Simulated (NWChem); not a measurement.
A series in which one site is exchanged, each optimised at PBE0/def2-SVP with NWChem, gas phase unless a solvent is named. All stand in one matching conformer (torsions within 35°), which need not be the lowest. For some, no frequency run checked for a minimum. def2 effective core potentials on Cd, Te; no spin-orbit coupling.

A: [SiH3][O][Zn][Cl] (ZnSiH3OCl; site = Zn)
B: O([Te]Cl)[SiH3] (SiH$_{3}$TeOCl; site = Te)
C: [SiH3][O][Be][Cl] (BeSiH₃OCl; site = Be)
D: [Cd]([O][SiH3])[Cl] (CdSiH3OCl; site = Cd)

Values for A:

- orbital gap (eV), PBE0/def2-SVP = 6.89
- static polarisability, CAM-B3LYP/def2-SVPD (bohr³) = 65.0
- lowest singlet excitation, CAM-B3LYP/def2-SVPD, TDA (eV) = 5.78

Problem. How do these values change for the other members?

Solution. 
| change from A | B | C | D |
|---|---|---|---|
| orbital gap (eV), PBE0/def2-SVP | -2.93 | +1.75 | -0.73 |
| static polarisability, CAM-B3LYP/def2-SVPD (bohr³) | +19.2 | -7.9 | +7.3 |
| lowest singlet excitation, CAM-B3LYP/def2-SVPD, TDA (eV) | -3.36 | +1.57 | -0.65 |
